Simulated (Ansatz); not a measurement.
Consider the hydrogenolysis of a Ga–C bond: `N=C[CH2][GaH][NH2]` + H₂ → `[NH2][GaH2]` + `CC=N`.

Computed with Ansatz on PBE0-D4/def2-TZVP structures; ΔE is electronic, products minus reactants. CCSD(T)/CBS is the MP2 limit (def2-TZVPP, def2-QZVPP) plus CCSD(T) − MP2 in def2-TZVPP, frozen cores. This one scheme is used for every species. Functionals use def2-TZVPP. For Ga outer-core shells are correlated without core-valence functions, which leaves a few kJ/mol of doubt a bond. Scalar relativity is left out up to krypton. One conformer a species, not always the lowest.

`N=C[CH2][GaH][NH2]`:

```xyz
12

N     2.138   -0.535    1.407
C     1.697    0.338    0.601
C     0.806    0.148   -0.569
Ga   -1.056    0.668   -0.097
N    -2.341   -0.565   -0.437
H     1.822   -1.469    1.133
H     1.982    1.376    0.808
H     0.805   -0.890   -0.912
H     1.112    0.797   -1.396
H    -1.482    2.030    0.532
H    -3.317   -0.427   -0.236
H    -2.166   -1.471   -0.835
```

H₂:

Cartesian coordinates in Å:
```
H -0.205 0.308 -0.050
H 0.205 -0.308 0.050
```

`[NH2][GaH2]`:

Cartesian coordinates in Å:
```
N 0.226 -0.818 -0.433
Ga -0.204 0.738 0.391
H 1.067 -1.339 -0.249
H -0.346 -1.264 -1.129
H 0.811 1.279 1.446
H -1.554 1.404 -0.026
```

`CC=N`:

Cartesian coordinates in Å:
```
C -0.498 -0.491 0.427
C 0.075 0.656 -0.337
N 1.229 0.755 -0.840
H -1.398 -0.867 -0.071
H 0.220 -1.308 0.525
H -0.806 -0.166 1.426
H -0.595 1.513 -0.472
H 1.773 -0.092 -0.659
```

| level | ΔE (eV) |
| --- | --- |
| PBE-D4 | -0.22 |
| PBE0-D4 | -0.28 |
| ωB97M-V | -0.31 |
| r2SCAN | -0.27 |
| CCSD/def2-TZVPP | -0.32 |
| HF/def2-QZVPP | -0.59 |
| MP2/CBS(def2) | -0.13 |
| CCSD/CBS(def2) | -0.28 |

(1) What does CCSD(T)/CBS give? (Best estimate.)

Largest T1 diagnostic among the species: 0.014.

## Answers

(1) The calculation gave: -0.22 eV. The listed levels differ from it by 0.00, -0.06, -0.09, -0.05, -0.10, -0.37, 0.09, -0.06 eV.

From PBE to PBE0 (25 % exact exchange), in def2-TZVPP and without D4, ΔE moves by −0.04 eV. The D4 term adds +0.12 eV with B3LYP and +0.07 eV with PBE0; it sums over pairs of atoms, weighted by their polarisabilities, and B3LYP, whose exchange is more repulsive, gets the larger term.

B3LYP here is the variant with VWN-RPA as its local correlation; programs differ in this.
